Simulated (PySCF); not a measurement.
A side-by-side comparison of computed properties.

First species: C5H3N2O2 (charge -1).
Bonds: O1–C2 (double), C2–O3, C2–C4, C4–N5 (aromatic), N5–C6 (aromatic), C6–C7 (aromatic), C7–C8 (aromatic), C8–N9 (aromatic), C4–N9 (aromatic). Hydrogens: H10 on C6; H11 on C7; H12 on C8.

Second species: C5H7FO2.
SMILES: `C/C=C(/OC)C(=O)F`

Levels: PBE0/def2-SVPD for HOMO energy, LUMO energy, HOMO–LUMO gap, static isotropic polarisability and electronic spatial extent ⟨r²⟩ about the centre of nuclear charge; TDDFT PBE0/def2-SVPD for lowest singlet excitation; TDA PBE0/def2-SVPD for lowest triplet excitation (Tamm–Dancoff); GFN2-xTB for rotational constant A and rotational constant C. Geometries: GFN2-xTB. All species are isolated and taken at one optimised geometry, non-relativistic unless stated; the electronic structure was computed with PySCF and density fitting.

The conformers computed, where there is a choice (atom-mapped SMILES and torsion angles):
- `[O:1]=[C:2]([O-:3])[c:4]1[n:5][cH:6][cH:7][cH:8][n:9]1`: O1–C2–C4–N5 0°
- `[CH3:1]/[CH:2]=[C:3](/[O:4][CH3:5])[C:6](=[O:7])[F:8]`: C2–C3–O4–C5 0°, C2–C3–C6–O7 0°

```tsv
property	column X	column Y
HOMO energy	-7.21 eV	-1.63 eV
LUMO energy	-1.72 eV	2.42 eV
HOMO–LUMO gap	5.49 eV	4.05 eV
lowest singlet excitation	4.91 eV	2.96 eV
lowest triplet excitation (Tamm–Dancoff)	3.05 eV	2.82 eV
static isotropic polarisability	70.3 au	83.8 au
electronic spatial extent ⟨r²⟩ about the centre of nuclear charge	1028 bohr²	1103 bohr²
rotational constant A	2.442 GHz	4.177 GHz
rotational constant C	1.106 GHz	1.002 GHz
```

Task: Which column belongs to which species?

Result: Column X is the second species and column Y the first. The first has 12 atoms and 64 electrons, the second 15 and 62; their charges are -1 and 0, their HOMO energies -1.63 eV and -7.21 eV.

Task: How does each property change from the first species to the second?

Result: HOMO energy -5.58 eV; LUMO energy -4.14 eV; HOMO–LUMO gap +1.44 eV; lowest singlet excitation +1.95 eV; lowest triplet excitation (Tamm–Dancoff) +0.23 eV; static isotropic polarisability -13.5 au; electronic spatial extent ⟨r²⟩ about the centre of nuclear charge -75 bohr²; rotational constant A -1.735 GHz; rotational constant C +0.104 GHz.

On the first: The principal polarisabilities are 49.6, 90.5 and 111.2 au; their mean is the isotropic value. The polarisability is 12.41 Å³ as a volume (1 au = 0.148185 Å³), or 1.31 au for each of the 64 electrons.

On the second: S1 lies 0.58 eV below the HOMO–LUMO gap; its leading configuration is HOMO→LUMO, weight 0.97. The principal polarisabilities are 48.8, 76.8 and 85.2 au; their mean is the isotropic value.
